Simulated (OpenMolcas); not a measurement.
Ti3+ with 6 ligands (water) in octahedral coordination (Th). Ligand basis ANO-RCC-VDZP.

- Program: OpenMolcas
- Method: CASSCF
- Basis: ANO-RCC-VTZP [6s5p3d2f1g]
- Scalar Hamiltonian: DKH2, point nucleus
- Active space: 1 electron in 5 orbitals (3d)
- State averaging: 2S+1 = 2 even, 5 roots
- Spin-orbit coupling: state interaction with AMFI integrals over the reference wave functions

All ligands move together. At R = 2.03 Å |10Dq| is 17109 cm-1, and at R = 2.1 Å it is 14172 cm-1.

A third run gives 20128 cm-1. What distance was it run at?

With a power law R^-n the two known points give n = -ln(14172 / 17109) / ln(2.1 / 2.03) = 5.56. Then R = 2.03 × (17109 / 20128)^(1/5.56) = 1.972 Å. The run was at 1.97 Å, so the estimate is off by +0.002 Å.

An orbital triplet at a regular site is open to Jahn-Teller coupling, which can distort the site and quench the lowest spin-orbit gaps and is left out. Ligand-to-metal charge-transfer states are missing. With metal d orbitals alone the field can be off either way by tens of per cent. No measured value stands beside these numbers; the geometry was imposed, not optimised, and the real ion may take another.
